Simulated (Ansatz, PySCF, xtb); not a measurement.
Complex: HF (SMILES F) (first 2 atoms) with CHN (SMILES C#N); geometry from B3LYP-D3(BJ)/def2-TZVP, rigid monomers moved along the line of their centres of mass till H2···N4 is 2.55 Å.
(charge 0, multiplicity 1):
```
atom    x (Å)    y (Å)    z (Å)
----  -------  -------  -------
F     -0.0481  -0.9930  -0.1373
H      0.0375  -0.4804   0.6439
C      0.3778   1.5399   3.7112
N      0.2714   0.9126   2.7621
H      0.4772   2.1259   4.5978
```

Interaction energies are E(AB) − E(A) − E(B) at the monomers' geometry in the complex; basis-set methods are counterpoise corrected. Rows marked so take none.

Rows in 3-21G carry no dispersion term and start afresh at each structure.

Run with Ansatz (an electronic-structure program) with Gaussian orbitals; PySCF for 3-21G rows; xtb for the GFN methods. 

Question: One of these levels gives -4.67 kcal/mol for the interaction energy. Name it.
A. PBE/def2-TZVPPD
B. B3LYP/3-21G (no counterpoise)
C. GFN2-xTB

Answer: A, PBE/def2-TZVPPD. The others give -4.02 (GFN2-xTB), -6.29 (B3LYP/3-21G (no counterpoise))
